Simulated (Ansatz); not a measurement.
Born–Oppenheimer molecular dynamics of ClH$_{3}$OZn (6 atoms, charge 0, multiplicity 1). It starts at the highest image of a converged band. Of that band: A vibrational analysis at the climbing image gives 2 clearly imaginary modes (1692i, 186i cm⁻¹): a point of higher order, so a lower path passes nearby.

Computed with RHF/def2-SVP (Ansatz).

| Item | Value |
| --- | --- |
| ensemble | NVE (velocity Verlet) |
| time step | 0.5 fs |
| steps asked | 200 |
| starting velocities drawn for | 100 K |
| seed | 9529 |

Frames 1 fs apart, positions in Å.

Velocities at 35 fs (Å/ps):

```
Zn -3.14 -0.73 0.35
O -1.89 -0.57 -4.66
H -8.52 -1.81 5.05
Cl 2.68 0.63 2.06
H 80.96 22.38 -21.66
H 66.91 13.84 -4.92
```

```xyz
6
Properties=species:S:1:pos:R:3 time_fs=35 energy_less_start_eV=-0.670 T=1397
Zn 0.251 0.070 -0.054
O -0.130 -0.041 1.615
H -1.011 -0.379 1.599
Cl -0.307 -0.084 -2.156
H 3.542 0.931 0.796
H 3.065 0.722 1.287
6
Properties=species:S:1:pos:R:3 time_fs=36 energy_less_start_eV=-0.690 T=1432
Zn 0.248 0.069 -0.054
O -0.132 -0.041 1.611
H -1.020 -0.381 1.607
Cl -0.304 -0.083 -2.154
H 3.626 0.955 0.771
H 3.128 0.734 1.286
6
Properties=species:S:1:pos:R:3 time_fs=37 energy_less_start_eV=-0.672 T=1400
Zn 0.245 0.069 -0.054
O -0.134 -0.042 1.608
H -1.028 -0.382 1.622
Cl -0.302 -0.082 -2.151
H 3.709 0.979 0.746
H 3.192 0.747 1.284
6
Properties=species:S:1:pos:R:3 time_fs=38 energy_less_start_eV=-0.668 T=1394
Zn 0.242 0.068 -0.055
O -0.137 -0.043 1.607
H -1.032 -0.382 1.643
Cl -0.299 -0.082 -2.149
H 3.785 0.999 0.728
H 3.263 0.762 1.276
6
Properties=species:S:1:pos:R:3 time_fs=39 energy_less_start_eV=-0.710 T=1473
Zn 0.239 0.067 -0.056
O -0.141 -0.044 1.606
H -1.030 -0.379 1.669
Cl -0.296 -0.081 -2.147
H 3.852 1.015 0.720
H 3.344 0.782 1.258
6
Properties=species:S:1:pos:R:3 time_fs=40 energy_less_start_eV=-0.747 T=1542
Zn 0.236 0.067 -0.058
O -0.145 -0.046 1.607
H -1.026 -0.376 1.700
Cl -0.292 -0.080 -2.144
H 3.912 1.028 0.718
H 3.430 0.805 1.234
6
Properties=species:S:1:pos:R:3 time_fs=41 energy_less_start_eV=-0.742 T=1536
Zn 0.233 0.066 -0.060
O -0.150 -0.047 1.609
H -1.021 -0.372 1.734
Cl -0.289 -0.079 -2.142
H 3.974 1.042 0.714
H 3.515 0.827 1.212
6
Properties=species:S:1:pos:R:3 time_fs=42 energy_less_start_eV=-0.766 T=1581
Zn 0.230 0.065 -0.062
O -0.154 -0.049 1.613
H -1.020 -0.369 1.773
Cl -0.286 -0.079 -2.140
H 4.044 1.060 0.699
H 3.590 0.845 1.201
6
Properties=species:S:1:pos:R:3 time_fs=43 energy_less_start_eV=-0.817 T=1677
Zn 0.227 0.065 -0.065
O -0.158 -0.050 1.617
H -1.022 -0.368 1.815
Cl -0.282 -0.078 -2.137
H 4.124 1.082 0.674
H 3.656 0.858 1.200
6
Properties=species:S:1:pos:R:3 time_fs=44 energy_less_start_eV=-0.821 T=1688
Zn 0.224 0.064 -0.068
O -0.162 -0.052 1.623
H -1.025 -0.367 1.859
Cl -0.279 -0.077 -2.135
H 4.206 1.106 0.646
H 3.720 0.870 1.201
6
Properties=species:S:1:pos:R:3 time_fs=45 energy_less_start_eV=-0.809 T=1665
Zn 0.220 0.063 -0.071
O -0.167 -0.053 1.629
H -1.025 -0.365 1.903
Cl -0.275 -0.076 -2.132
H 4.282 1.126 0.625
H 3.790 0.885 1.197
6
Properties=species:S:1:pos:R:3 time_fs=46 energy_less_start_eV=-0.830 T=1705
Zn 0.217 0.062 -0.074
O -0.171 -0.055 1.635
H -1.020 -0.361 1.946
Cl -0.272 -0.075 -2.130
H 4.349 1.143 0.614
H 3.868 0.904 1.182
```

Of the whole run (100 fs, mean temperature of the second half 1747 K): The conserved energy stayed within 0.2 meV per atom of its start (net change 0.051 meV per atom), so the integration is sound. The kinetic energy rose, since the run started high on the potential surface and went downhill. It ends in pieces (ClHOZn + H2), so much of that is their flight and rotation, not heat. A run of 0.1 ps of so small a system gives no equilibrium averages. The orbitals stay closed-shell, which can raise the energy where a bond breaks towards radicals; this wasn't checked here.

Time of the run: 6.5 min on 1 thread of Arm Neoverse N1, on a shared host, peak memory 0.16 GiB.
